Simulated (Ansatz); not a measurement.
Basis-set extrapolation for C₂H₈AlB, SMILES `[BH2][Al]([CH3])[CH3]` (PBE0-D4/def2-TZVP geometry, frozen core, Ansatz 0.2.0). Multiplicity 1, RHF reference.

```tsv
	def2-TZVPP	def2-QZVPP
HF	-347.007134	-347.019381
MP2 correlation	-0.537095	-0.571483
CCSD(T) correlation	-0.614138	not run
```

Energies in hartree. Use E(X) = E(∞) + A·exp(−7.88·√X) for Hartree–Fock and E(X) = E(∞) + B·X^(−2.97) for correlation, with X = 3 and 4, and add CCSD(T) minus MP2 of the smaller set to the MP2 limit.

Q: What is the CCSD(T) energy at the basis-set limit?

A: HF limit: -347.019381 + (-0.012247) × 0.13774 = -347.02107. MP2 limit: -0.571483 + (-0.034388) × 0.74074 = -0.59696. Higher-order term: -0.614138 − (-0.537095) = -0.07704. Total: -347.69507 hartree, 193.8 kJ/mol below CCSD(T)/def2-TZVPP.
